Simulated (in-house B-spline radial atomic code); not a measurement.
Configurations of the cobalt ion Co⁺, with energies counted from [Ar] 3d8. Method: scalar-relativistic (X2C) revTPSS, spin-polarised, spherical fractional occupations, Fermi nucleus of rms radius 3.7875 fm. Calculated with a B-spline radial code for spherical atoms. Shells without spins written out take the highest spin.

Occupations are held fixed; configurations that lie above the ionisation limit could autoionise.

| configuration | E - E(ref) (eV) | highest orbital | its <r> (bohr) |
| --- | --- | --- | --- |
| [Ar] 3d7 4s1 | 0.51057 | 4s up | 2.57 |
| [Ar] 3d(3 up, 4 down) 4s(0 up, 1 down) | 2.8938 | 4s down | 2.59 |
| [Ar] 3d7 4d1 | 11.634 | 4d up | 5.528 |
| [Ne] 3s2 3p5 3d9 | 57.209 | 3d down | 1.146 |
| [Ne] 3s2 3p5 3d8 4f1 | 72.148 | 4f up | 8.708 |
| [Ne] 3s2 3p(3 up, 2 down) 3d(3 up, 5 down) 4f(0 up, 1 down) | 74.49 | 4f down | 8.712 |

(1) Order these further configurations by energy, lowest first.
A. [Ar] 3d7 4p1
B. [Ne] 3s2 3p5 3d8 4s1
C. [Ne] 3s2 3p5 3d8 4d1
D. [Ne] 3s2 3p(3 up, 2 down) 3d(4 up, 4 down) 4d(1 up, 0 down)
E. [Ar] 3d7 4f1

(2) How far above the reference does [Ar] 3d(4 up, 3 down) 4p(1 up, 0 down) lie?

(3) How far above the reference does [Ne] 3s2 3p5 3d8 4p1 lie?

Results:

(1) A (6.1105 eV), E (14.032 eV), B (58.557 eV), C (69.729 eV), D (72.023 eV).

(2) 8.3971 eV; its least bound orbital is 4p up with <r> = 3.26 bohr.

(3) 64.192 eV; its least bound orbital is 4p up with <r> = 3.219 bohr.
